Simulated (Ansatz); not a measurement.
[FeH6]4- (FeH6⁴⁻) was relaxed with PBE-D4 (def2-TZVPD) in Ansatz in these states: charge -4 quintet, charge -4 triplet. The geometries follow in no particular order.

A multiply charged anion in the gas phase is held together partly by the finite basis.

A:

Cartesian coordinates in Å:
```
Fe 0.0103 -0.0032 0.0000
H 0.4108 -1.3215 -0.4781
H 0.5224 1.3397 0.2635
H -0.3904 0.1095 1.3790
H -0.9165 0.7447 -0.8075
H -1.0695 -0.9850 -0.0171
H 1.4329 0.1158 -0.3397
```

B:

```xyz
7

Fe    0.037   -0.018    0.079
H    -0.108   -1.309   -0.617
H    -0.167    1.441    0.034
H     0.527    0.567    1.355
H    -1.227    0.106   -0.551
H     0.567   -1.090    0.962
H     0.371    0.303   -1.262
```

Q: Judge from the bond lengths which geometry belongs to which state (an estimate).

A: A is the charge -4 triplet (Fe1–H7 1.467 Å, Fe1–H4 1.440 Å, Fe1–H6 1.459 Å); B is the charge -4 quintet (Fe1–H7 1.418 Å, Fe1–H4 1.487 Å, Fe1–H6 1.487 Å).

At PBE-D4/def2-TZVPD the charge -4 triplet is spin-contaminated (final ⟨S²⟩ up to 2.24, 2.00 for a pure state). At PBE-D4/def2-TZVPD the highest occupied level of the charge -4 triplet lies above zero (up to 12.18 eV). It is a level of α spin, whose loss leaves a doublet; that state wasn't run at this geometry and level. The electron is either unbound and held by the finite basis, or the level is raised by self-interaction error. At PBE-D4/def2-TZVPD the highest occupied level of the charge -4 quintet lies above zero (up to 11.98 eV). It is a level of α spin, whose loss leaves a quartet; that state wasn't run at this geometry and level. The electron is either unbound and held by the finite basis, or the level is raised by self-interaction error. At PBE0-D4/def2-TZVPD a broken-symmetry singlet lies 0.51 eV below the charge -4 triplet. At PBE0-D4/def2-TZVPD a broken-symmetry singlet lies 0.20 eV below the charge -4 quintet.
